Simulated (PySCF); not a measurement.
Species: C₆H₈ClFO₂.
Numbering: `[CH3:1][O:2][C@:3]1([C:4](=[O:5])[Cl:6])[CH2:7][C@H:8]([F:9])[CH2:10]1`

NICS = −σ at a ghost point: NICS(0) at the centroid of the ring atoms, NICS(1) 1 Å to either side along the normal of their mean plane, zz for the tensor component along that normal. Level: GIAO PBE0/pcSseg-1 (PySCF, non-relativistic, gas phase) on the GFN2-xTB geometry, one conformer.

Ring bond lengths (Å), with Mayer bond orders in brackets: C3–C7 1.551 (1.00), C7–C8 1.532 (1.03), C8–C10 1.532 (1.02), C10–C3 1.551 (0.98).

Question: Give the NICS values of each ring in ppm.

Answer: 
```json
{"ring": "C3–C7–C8–C10", "type": "4-membered carbocycle; formal bonds all single", "NICS(0)": "-3.5", "NICS(1), two faces": "-3.8 / -0.8", "NICS(1)zz, two faces": "-2.9 / 4.3", "rms pucker (Å)": "0.08", "centre to ring atoms, mean (Å)": "1.09"}
```

Question: What can be read from them?

Answer: 
- C3–C7–C8–C10: mean NICS(1)zz 0.7 ppm, near zero. C3, C7, C8, C10 have four or more neighbours; no verdict on aromaticity is drawn. The two faces differ by 7.2 ppm, so no symmetry operation interchanges them.

Question: What are the shieldings of the ring atoms and their hydrogens in the same run (means over atoms taken as equivalent)?

Answer: 
```tsv
atoms	environment	σ isotropic (ppm)	principal values of the symmetric part, first atom (ppm)
C3	sp3 carbon bound to oxygen	107.6	85.5, 97.4, 139.9
C7 (×2)	four-membered-ring carbon	144.0	132.9, 144.7, 165.4
C8	sp3 C–F carbon	105.9	66.9, 81.1, 169.8
H on C7 (×2)	methylene hydrogen	29.11	25.6, 28.8, 33.4
H on C7 (×2)	methylene hydrogen	28.79	25.7, 26.8, 33.2
H on C8	methine hydrogen	26.83	22.1, 28.4, 30.0
```

The values belong to the conformer `[CH3:1][O:2][C@:3]1([C:4](=[O:5])[Cl:6])[CH2:7][C@H:8]([F:9])[CH2:10]1`: C1–O2–C3–C4 67°, O2–C3–C4–O5 -146°.
